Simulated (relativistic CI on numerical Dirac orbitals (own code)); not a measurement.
# Energy levels of Dy³⁺

These numbers are calculated, not measured: Dirac-Coulomb-Breit CI, separate exchange-only KLI orbitals for each configuration, model QED, valence Slater integrals scaled by 0.85 (own radial code, finite nucleus).

Configurations in the expansion (outside the closed core [Xe]): 4f⁹.

The lowest level is 4f⁹ ⁶H°15/2, with 93 % of that term; Hund's rules for 4f⁹ give ⁶H° with J = 15/2, in agreement.

| No. | Configuration | Term | J | E (eV) | % | Next component (%) | Landé g | jj configuration (%) |
| --- | --- | --- | --- | --- | --- | --- | --- | --- |
| 1 | 4f⁹ | ⁶H° | 15/2 | 0.0000 | 93 | 7 ⁴I° | 1.323 | 4f5/2^5 4f7/2^4 (44) |
| 2 | 4f⁹ | ⁶H° | 13/2 | 0.4324 | 96 | 3 ⁴I° | 1.275 | 4f5/2^5 4f7/2^4 (52) |
| 3 | 4f⁹ | ⁶H° | 11/2 | 0.7238 | 93 | 3 ⁴G° | 1.203 | 4f5/2^4 4f7/2^5 (54) |
| 4 | 4f⁹ | ⁶H° | 9/2 | 0.9505 | 93 | 5 ⁴G° | 1.074 | 4f5/2^3 4f7/2^6 (34) |
| 5 | 4f⁹ | ⁶F° | 11/2 | 1.0701 | 94 | 4 ⁴G° | 1.442 | 4f5/2^5 4f7/2^4 (47) |
| 6 | 4f⁹ | ⁶H° | 7/2 | 1.1269 | 92 | 7 ⁴G° | 0.835 | 4f5/2^4 4f7/2^5 (38) |
| 7 | 4f⁹ | ⁶F° | 9/2 | 1.2122 | 85 | 12 ⁴F° | 1.414 | 4f5/2^5 4f7/2^4 (36) |
| 8 | 4f⁹ | ⁶H° | 5/2 | 1.2578 | 92 | 8 ⁴G° | 0.309 | 4f5/2^4 4f7/2^5 (36) |
| 9 | 4f⁹ | ⁶F° | 7/2 | 1.4573 | 90 | 8 ⁴F° | 1.380 | 4f5/2^4 4f7/2^5 (42) |
| 10 | 4f⁹ | ⁶F° | 5/2 | 1.6350 | 92 | 4 ⁴D° | 1.304 | 4f5/2^4 4f7/2^5 (40) |
| 11 | 4f⁹ | ⁶F° | 3/2 | 1.7306 | 90 | 8 ⁴D° | 1.069 | 4f5/2^4 4f7/2^5 (51) |
| 12 | 4f⁹ | ⁶F° | 1/2 | 1.7993 | 90 | 9 ⁴D° | -0.599 | 4f5/2^5 4f7/2^4 (36) |
| 13 | 4f⁹ | ⁴I° | 15/2 | 2.5156 | 50 | 17 ²K° | 1.128 | 4f7/2^3 (59) |
| 14 | 4f⁹ | ⁴F° | 9/2 | 2.5211 | 61 | 19 ⁴G° | 1.292 | 4f7/2^3 (35) |
| 15 | 4f⁹ | ⁴M° | 21/2 | 2.7894 | 93 | 7 ²N° | 1.135 | 4f5/2^5 4f7/2^4 (66) |
| 16 | 4f⁹ | ⁴G° | 11/2 | 2.8047 | 89 | 4 ²H° | 1.259 | 4f5/2^5 4f7/2^4 (40) |
| 17 | 4f⁹ | ⁴K° | 17/2 | 2.9352 | 41 | 26 ⁴M° | 1.086 | 4f5/2^5 4f7/2^4 (92) |
| 18 | 4f⁹ | ⁴M° | 19/2 | 2.9684 | 65 | 30 ⁴L° | 1.092 | 4f5/2^5 4f7/2^4 (61) |
| 19 | 4f⁹ | ⁴I° | 13/2 | 2.9855 | 68 | 19 ⁴K° | 1.069 | 4f5/2^5 4f7/2^4 (58) |
| 20 | 4f⁹ | ⁴F° | 7/2 | 3.0994 | 58 | 22 ⁴G° | 1.186 | 4f5/2^5 4f7/2^4 (44) |
| 21 | 4f⁹ | ⁴M° | 15/2 | 3.2457 | 54 | 19 ⁴I° | 0.934 | 4f5/2^4 4f7/2^5 (61) |
| 22 | 4f⁹ | ⁴I° | 11/2 | 3.2661 | 79 | 12 ⁴K° | 0.952 | 4f5/2^4 4f7/2^5 (49) |
| 23 | 4f⁹ | ⁴D° | 3/2 | 3.4096 | 33 | 26 ²P° | 1.377 | 4f7/2^3 (60) |
| 24 | 4f⁹ | ⁴M° | 17/2 | 3.4311 | 58 | 42 ⁴K° | 1.053 | 4f5/2^4 4f7/2^5 (88) |
| 25 | 4f⁹ | ⁴I° | 9/2 | 3.4715 | 89 | 9 ²H° | 0.749 | 4f5/2^4 4f7/2^5 (41) |
| 26 | 4f⁹ | ⁴F° | 5/2 | 3.5255 | 43 | 21 ⁴G° | 1.042 | 4f5/2^4 4f7/2^5 (43) |
| 27 | 4f⁹ | ⁴L° | 19/2 | 3.5994 | 62 | 33 ⁴M° | 1.121 | 4f5/2^4 4f7/2^5 (69) |
| 28 | 4f⁹ | ⁴G° | 9/2 | 3.6054 | 55 | 23 ⁴F° | 1.169 | 4f5/2^3 4f7/2^6 (39) |
| 29 | 4f⁹ | ⁴K° | 15/2 | 3.6198 | 59 | 15 ⁴L° | 1.051 | 4f5/2^4 4f7/2^5 (53) |
| 30 | 4f⁹ | ⁴G° | 7/2 | 3.7659 | 32 | 26 ²F° | 1.103 | 4f5/2^5 4f7/2^4 (41) |

Energies count from the lowest computed level; ° marks odd parity. Filled j subshells are mostly left out of the jj labels.

The mean weight of the leading LS term, summed over parents, in these 30 levels is 73 %, and that of the leading jj configuration (from the same eigenvectors) 50 %, so LS coupling describes them better.

One configuration and one scale for all Slater integrals: terms of lower spin can come out thousands of cm⁻¹ low, and their order can be wrong.

Landé's interval rule says that E(J) − E(J−1) = AJ with one A. For the ground term the intervals give A = -301.7, -316.2, -332.5, -361.5, -465.0 cm⁻¹ for J = 7/2, 9/2, 11/2, 13/2, 15/2; the multiplet is inverted.

LS names give the leading component of a level, which can be under half, so a name can repeat, a term be missing and a line seem to break the LS rules.
